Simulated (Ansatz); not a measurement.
```yaml
atoms:
  - { symbol: C, position_ang: [1.4000, 0.0000, 0.0000] }
  - { symbol: C, position_ang: [0.7000, 1.2124, 0.0000] }
  - { symbol: C, position_ang: [-0.7000, 1.2124, 0.0000] }
  - { symbol: C, position_ang: [-1.4000, 0.0000, 0.0000] }
  - { symbol: C, position_ang: [-0.7000, -1.2124, 0.0000] }
  - { symbol: C, position_ang: [0.7000, -1.2124, 0.0000] }
  - { symbol: O, position_ang: [2.6500, 0.0000, 0.0000] }
  - { symbol: H, position_ang: [1.2425, 2.1521, 0.0000] }
  - { symbol: H, position_ang: [-1.2425, 2.1521, 0.0000] }
  - { symbol: O, position_ang: [-2.6500, 0.0000, 0.0000] }
  - { symbol: H, position_ang: [-1.2425, -2.1521, 0.0000] }
  - { symbol: H, position_ang: [1.2425, -2.1521, 0.0000] }
```

Basis set: def2-TZVP. Charge 0. Computed with Ansatz (development build ahead of 0.2.0); the lowest solution found for each multiplicity.

(1) How do the multiplicities compare at this shape? Give, from the lowest of each method, PBE0 (restricted) for 1, 3; PBE0 (unrestricted) for 1, 3; HF (unrestricted) for 1, 3; HF (restricted) for 1, 3.

Results:

(1)

| method | multiplicity | E (eV) | <S²> |
| --- | --- | --- | --- |
| PBE0, restricted | 1 | 0.000 | 0.00 |
| PBE0, restricted | 3 | 1.623 | 2.00 |
| PBE0, unrestricted | 1 | 0.000 | 0.00 |
| PBE0, unrestricted | 3 | 1.457 | 2.04 |
| HF, unrestricted | 1 | 0.000 | 1.40 |
| HF, unrestricted | 3 | 1.143 | 2.55 |
| HF, restricted | 1 | 0.000 | 0.00 |
| HF, restricted | 3 | 1.043 | 2.00 |

Caution for HF, unrestricted: the unrestricted determinant is a mixture of spin states. Caution for HF, restricted: an unrestricted determinant lies well below.
